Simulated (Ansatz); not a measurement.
A geometry relaxed with CAM-B3LYP-D3(BJ)/def2-TZVP in Ansatz (a first-principles code), charge 0, multiplicity 1:

```xyz
10

H     -1.1894    -1.3202     0.4272
H     -0.7811    -1.0672    -1.2615
O      0.0663     1.4837     0.2384
C     -1.0281     0.7392    -0.1378
C      0.8588    -0.6337     0.1127
C     -0.5892    -0.7086    -0.2487
H      1.5490    -1.4587     0.1559
H      2.0626     1.1074     0.6647
C      1.1435     0.6290     0.3708
O     -2.0924     1.2292    -0.3217
```

**Question.** Write the SMILES of this molecule.

**Answer.** `O=C1CC=CO1`
